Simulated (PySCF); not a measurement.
**Polarisability and C₆ of Ti³⁺ (titanium, charge +3)**

[Ar] 3d1, 2D determinant. Calculation: PySCF 2.14, in x2c-TZVPPall with one added diffuse shell each of s, p, d, f type (7s6p5d3f1g, 80 functions); the spin-free X2C one-electron Hamiltonian (Gaussian nucleus). Coupled (time-dependent) response in atomic units; α is the mean over directions.

```
method  mean α (bohr³)         α xx, yy, zz  C₆ (like pair)  S(−4)
   UHF           2.182  2.330, 2.330, 1.886           5.547  1.469
   PBE           2.315  2.502, 2.502, 1.940           5.856  2.061
  PBE0           2.261  2.433, 2.433, 1.918           5.729  1.810
```

S(−4) is the Cauchy moment in α(ω) = α(0) + S(−4) ω² + …

α(iu) at PBE:

```tsv
u (hartree)	α(iu) (bohr³)
0	2.315
0.0500	2.310
0.100	2.295
0.200	2.240
0.300	2.161
0.500	1.976
0.750	1.739
1.00	1.517
1.50	1.141
2.00	0.8620
3.00	0.5209
5.00	0.2390
```

A single London oscillator, α(iu) = α/(1 + u²/ω²), gives C₆ = (3/4) ω α². Matching the computed C₆ needs ω = 4 × 5.856 / (3 × 2.315²) = 1.46 hartree.

For an ion, C₆ is the dispersion term alone; charge-induced terms of lower order in 1/R come first.

The components differ because the open shell of this determinant is not spherical; for a pure term their mean is the scalar polarisability.
